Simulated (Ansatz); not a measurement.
Coupled-cluster diagnostics for the cluster Mg2O3H2, Ansatz.

Geometry of the singlet (r2SCAN-D4/def2-SVP):

```csv
atom,x (Å),y (Å),z (Å)
Mg1,-1.4752,0.8795,-0.0966
Mg2,0.5997,-0.8151,-0.0804
O3,0.2892,1.2356,0.3915
O4,-1.4056,-1.0019,0.2623
O5,-1.0712,-0.6067,-1.2376
H6,0.9299,1.8799,0.6996
H7,2.1331,-1.5714,0.0612
```

Correlated methods freeze 5 core orbitals; core or outer-core shells of Mg are correlated, in sets that lack core-valence functions. Another isomer (singlet) lies 2.34 eV lower at PBE0-D4/def2-TZVP; other spin states weren't run for this one.

Q: Estimate the CCSD(T) correlation energy, the shares of MP2 and (T), T1 and the reference's ⟨S²⟩ for: charge 0, singlet, own geometry in def2-TZVPP; and the rough time on 4 threads of AMD EPYC 9B14 on a shared host.

A: 
```tsv
state	basis	correlation (eV)	MP2 share (%)	(T) share (%)	T1	⟨S²⟩ (pure)	wall time	remarks
charge 0, singlet, own geometry	def2-TZVPP	-32.421	95.8	3.0	0.014	0.00 (0.00)	59 s	restricted SCF unstable
```
Customary marks for T1 are 0.02 (closed shells), 0.045 (open shells) and about 0.05 (3d metals). T1 stays under 0.02 throughout.
